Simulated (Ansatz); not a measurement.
Ansatz (a quantum-chemistry and plane-wave program) input (B3LYP-D3(BJ)/def2-TZVP):

Ansatz 0.2 input:
```yaml
crystal:
  periodic: [false, false, false]
  atoms:
    - {symbol: Ge, position_ang: [0.17384219, -0.16613691, -0.03383660]}
    - {symbol: O, position_ang: [1.74010296, -0.17403510, -0.38619170]}
    - {symbol: Cl, position_ang: [-0.67208830, 1.87595950, 0.10947144]}
    - {symbol: H, position_ang: [-0.83769378, -0.78065025, -1.04391757]}
    - {symbol: H, position_ang: [-0.30177638, -0.72545949, 1.33781236]}
basis:
  gaussian:
    orbitals: def2-TZVP
hamiltonian:
  xc: b3lyp
  dispersion: d3bj
total_charge: -1
relax: {f_tol: 0.002, max_steps: 150}
```

Output:

```
Functional definition: B3LYP
integrals: 0.05 GiB planned
891 factors; their error is unknown
mean field: 0.48 GiB planned
mean field evaluation 1: about -71122.5566 eV, gradient 4.4e1 eV
mean field evaluation 2: about -71098.7311 eV, gradient 1.2e2 eV
mean field evaluation 4: about -71125.5779 eV, gradient 5.1e0 eV
mean field evaluation 8: about -71125.8530 eV, gradient 1.4e-1 eV
mean field evaluation 16: about -71125.8531 eV, gradient 1.5e-5 eV
mean field -71125.85306697 eV, -2613.8268893762 hartree, gradient 1.5e-5 eV, S^2 0.000000; 0 other end points of the search recorded, 0 dependent functions left out
the calculation of the forces begins
reference -71125.85327802 eV, -2613.8268971324 hartree; 30, 30 occupied and 98, 98 virtual orbitals, 891 factors
relax step   1: F+E_penalty+E_count = -71126.02498718 eV  Δ(F+E_penalty+E_count) = +0.000e0 eV  max|allowed force component| = 3.458e0 eV/Å  Δτ_max = 0.0000 Å  (27 SCF iters, accepted)
these checks for a lower state are left out or cut short: starts, cluster_reference, orbital_swaps, neighbouring_geometries, increment
integrals: 0.05 GiB planned
891 factors; their error is unknown
mean field: 0.48 GiB planned
mean field -71126.02000553 eV, -2613.8330242553 hartree, gradient 1.3e-5 eV, S^2 0.000000; 0 other end points of the search recorded, 0 dependent functions left out
the calculation of the forces begins
reference -71126.02021890 eV, -2613.8330320965 hartree; 30, 30 occupied and 98, 98 virtual orbitals, 891 factors
relax step   2: F+E_penalty+E_count = -71126.18884513 eV  Δ(F+E_penalty+E_count) = -1.639e-1 eV  max|allowed force component| = 1.261e0 eV/Å  Δτ_max = 0.0694 Å  (30 SCF iters, accepted)
these checks for a lower state are left out or cut short: starts, cluster_reference, orbital_swaps, neighbouring_geometries, increment
integrals: 0.05 GiB planned
891 factors; their error is unknown
mean field: 0.48 GiB planned
mean field -71126.04651896 eV, -2613.8339986060 hartree, gradient 8.1e-6 eV, S^2 0.000000; 0 other end points of the search recorded, 0 dependent functions left out
the calculation of the forces begins
reference -71126.04673252 eV, -2613.8340064539 hartree; 30, 30 occupied and 98, 98 virtual orbitals, 891 factors
relax step   3: F+E_penalty+E_count = -71126.21440658 eV  Δ(F+E_penalty+E_count) = -2.556e-2 eV  max|allowed force component| = 1.369e-1 eV/Å  Δτ_max = 0.0247 Å  (31 SCF iters, accepted)
these checks for a lower state are left out or cut short: starts, cluster_reference, orbital_swaps, neighbouring_geometries, increment
integrals: 0.05 GiB planned
891 factors; their error is unknown
mean field: 0.48 GiB planned
mean field evaluation 32: about -71125.8026 eV, gradient 9.2e-3 eV
mean field -71126.04799720 eV, -2613.8340529301 hartree, gradient 8.5e-6 eV, S^2 0.000000; 0 other end points of the search recorded, 0 dependent functions left out
the calculation of the forces begins
reference -71126.04821233 eV, -2613.8340608361 hartree; 30, 30 occupied and 98, 98 virtual orbitals, 891 factors
relax step   4: F+E_penalty+E_count = -71126.21503634 eV  Δ(F+E_penalty+E_count) = -6.298e-4 eV  max|allowed force component| = 8.636e-2 eV/Å  Δτ_max = 0.0251 Å  (30 SCF iters, accepted)
these checks for a lower state are left out or cut short: starts, cluster_reference, orbital_swaps, neighbouring_geometries, increment
integrals: 0.05 GiB planned
891 factors; their error is unknown
mean field: 0.48 GiB planned
mean field -71126.04424966 eV, -2613.8339152105 hartree, gradient 9.3e-6 eV, S^2 0.000000; 0 other end points of the search recorded, 0 dependent functions left out
the calculation of the forces begins
reference -71126.04446284 eV, -2613.8339230448 hartree; 30, 30 occupied and 98, 98 virtual orbitals, 891 factors
relax step   5: F+E_penalty+E_count = -71126.21156021 eV  Δ(F+E_penalty+E_count) = +3.476e-3 eV  max|allowed force component| = 3.347e-1 eV/Å  Δτ_max = 0.0292 Å  (30 SCF iters, rejected (line search))
these checks for a lower state are left out or cut short: starts, cluster_reference, orbital_swaps, neighbouring_geometries, increment
integrals: 0.05 GiB planned
891 factors; their error is unknown
mean field: 0.48 GiB planned
mean field -71126.04876665 eV, -2613.8340812070 hartree, gradient 2.5e-5 eV, S^2 0.000000; 0 other end points of the search recorded, 0 dependent functions left out
the calculation of the forces begins
reference -71126.04898091 eV, -2613.8340890808 hartree; 30, 30 occupied and 98, 98 virtual orbitals, 891 factors
relax step   6: F+E_penalty+E_count = -71126.21617365 eV  Δ(F+E_penalty+E_count) = -1.137e-3 eV  max|allowed force component| = 3.784e-3 eV/Å  Δτ_max = 0.0115 Å  (30 SCF iters, accepted)
these checks for a lower state are left out or cut short: starts, cluster_reference, orbital_swaps, neighbouring_geometries, increment
integrals: 0.05 GiB planned
891 factors; their error is unknown
mean field: 0.48 GiB planned
mean field -71126.04875845 eV, -2613.8340809057 hartree, gradient 5.0e-5 eV, S^2 0.000000; 0 other end points of the search recorded, 0 dependent functions left out
the calculation of the forces begins
reference -71126.04897268 eV, -2613.8340887785 hartree; 30, 30 occupied and 98, 98 virtual orbitals, 891 factors
relax step   7: F+E_penalty+E_count = -71126.21617544 eV  Δ(F+E_penalty+E_count) = -1.793e-6 eV  max|allowed force component| = 1.144e-4 eV/Å  Δτ_max = 0.0006 Å  (20 SCF iters, accepted)
integrals: 0.05 GiB planned
891 factors; their error is unknown
mean field: 0.48 GiB planned
mean field evaluation 64: about -71125.8034 eV, gradient 8.7e-2 eV
mean field -71126.04875845 eV, -2613.8340809057 hartree, gradient 5.0e-5 eV, S^2 0.000000; 1 other end points of the search recorded, 0 dependent functions left out
the calculation of the forces begins
reference -71126.04897268 eV, -2613.8340887785 hartree; 30, 30 occupied and 98, 98 virtual orbitals, 891 factors
Total energy: -71126.21638967 eV, -2613.8402412394 hartree
Atom 0 at     0.171618    -0.190628    -0.032808 Å, force     0.000010    -0.000036     0.000001 eV/Å
Atom 1 at     1.807978    -0.228967    -0.400163 Å, force    -0.000101     0.000018     0.000022 eV/Å
Atom 2 at    -0.743670     1.945248     0.123873 Å, force     0.000020     0.000067    -0.000005 eV/Å
Atom 3 at    -0.842631    -0.776277    -1.079634 Å, force     0.000012    -0.000028    -0.000114 eV/Å
Atom 4 at    -0.290908    -0.719698     1.372070 Å, force     0.000059    -0.000021     0.000097 eV/Å
Dipole moment:    -0.571357    -0.174260     0.132597 e Å
```

It need not be the lowest isomer of its formula. Whether it binds its extra electron was not tested at this geometry.
